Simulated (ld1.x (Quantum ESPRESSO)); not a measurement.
**N (Z = 7): PAW pseudisation with BLYP, non-relativistic reference atom.**

ld1.x (Quantum ESPRESSO) 7.5 input, shortened:

```
&input
   title='N', zed=7., rel=0, dft='BLYP', iswitch=3,
   config='[He] 2s2 2p2 3d-2'
 /
 &inputp
   pseudotype=3, lpaw=.true., tm=.true., lloc=-1, rcloc=1.30,
   nlcc=.true., new_core_ps=.true., rcore=0.90,
   which_augfun='GAUSS', rmatch_augfun=0.75
 /
5
2S  1  0   2.00   0.00  0.90  1.15  0.0
2S  1  0   0.00  -1.65  0.90  1.15  0.0
2P  2  1   2.00   0.00  1.10  1.45  0.0
2P  2  1   0.00  -1.15  1.10  1.45  0.0
3D  3  2  -2.00   0.05  1.10  1.40  0.0
 &test
   configts(1)='2s2 2p2'
 /
```

All-electron outer shells of the reference configuration (BLYP, non-relativistic, ld1.x):

```csv
shell,level (eV),outermost node (bohr),outermost maximum (bohr)
2s,-32.30,0.32,0.99
2p,-20.69,–,0.91
```

Results:

| Property | Result |
| --- | --- |
| Cutoffs needed | 30 Ry and 40 Ry (the cutoffs (Ry, on a coarse ladder) from which the occupation-weighted sum of valence levels, in a spherical-Bessel basis at the reference potential, stays within 10 and 1 mRy of its value at 400 Ry) |
| Ghost test | no extra level below or beside the all-electron valence levels (s, p, d, f tested) (spherical-Bessel basis up to 400 Ry, 20 bohr box) |
| Configuration tests | test run stopped at test 3 of 7 (negative rho) |
| Lowest eigenvalue of the overlap operator | 0.56 (s channel) |

Generation and tests took about 3.1 s on one core of a shared server CPU.
